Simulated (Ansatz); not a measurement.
Reaction (formal exchange of groups at a B–Si bond): `[SiH3]B[SiH2]Cl` + `[SiH3][SiH3]` → `[SiH3]B[SiH2][SiH3]` + `[SiH3]Cl`

Isolated molecules relaxed with PBE0-D4/def2-TZVP in Ansatz; ΔE leaves out vibrations. CBS: MP2 limit from def2 TZ/QZ plus the TZ coupled-cluster correction, frozen cores. This one scheme is used for every species. One conformer a species, not always the lowest.

| species | CCSD(T)/CBS(def2) energy (Eh) |
| --- | --- |
| `[SiH3]B[SiH2]Cl` | -1066.33624 |
| `[SiH3][SiH3]` | -581.74359 |
| `[SiH3]B[SiH2][SiH3]` | -897.38687 |
| `[SiH3]Cl` | -750.69636 |

Problem. Work out ΔE.

Solution. ΔE = (-897.38687) + (-750.69636) − (-1066.33624) − (-581.74359) = -0.00340 Eh = -8.9 kJ/mol.

Largest T1 diagnostic among the species: 0.015.

The D4 term adds −3.7 kJ/mol with B3LYP and −2.2 kJ/mol with PBE0; it sums over pairs of atoms, weighted by their polarisabilities, and B3LYP, whose exchange is more repulsive, gets the larger term. In def2-TZVPP, CCSD(T) changes the Hartree–Fock value by −10.4 kJ/mol (the triples alone add −2.2 kJ/mol) and MP2 by −12.5 kJ/mol.

B3LYP here is the variant with VWN-RPA as its local correlation; programs differ in this.
